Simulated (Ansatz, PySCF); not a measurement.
Complex: NH3 (SMILES N) (first 4 atoms) with Si2H6 (SMILES [SiH3][SiH3]); geometry from B3LYP-D3(BJ)/def2-TZVP, rigid monomers moved along the line of their centres of mass till N1···Si5 is 2.86 Å.
(charge 0, multiplicity 1):
```tsv
atom	x (Å)	y (Å)	z (Å)
N	-0.4125	0.1890	0.9608
H	-0.3598	-0.6942	0.4668
H	-1.3615	0.5340	0.8745
H	0.1981	0.8436	0.4856
Si	0.1443	-1.1662	3.4116
Si	0.2613	1.1681	3.5677
H	0.4326	-1.7964	4.7290
H	1.1397	-1.6934	2.4479
H	-1.2092	-1.6108	3.0010
H	0.5952	1.5922	4.9548
H	-1.0360	1.7961	3.2192
H	1.3140	1.7151	2.6781
```

Counterpoise-corrected where a basis set is named; no monomer relaxation.

Correlated levels freeze the cores.

Codes used: Ansatz (Gaussian basis) for Hartree–Fock, density functionals and correlated methods; PySCF for the dispersion terms. Each number belongs to the level named beside it.

Problem. What interaction energy does PBE0/def2-TZVPPD give?

Solution. -78 meV

Problem. What interaction energy does CCSD(T)/aug-cc-pV(D+d)Z give?

Solution. -64 meV

Problem. What interaction energy does PBE-D3(BJ)/def2-TZVPPD give?

Solution. -152 meV

Ansatz is a first-principles code.
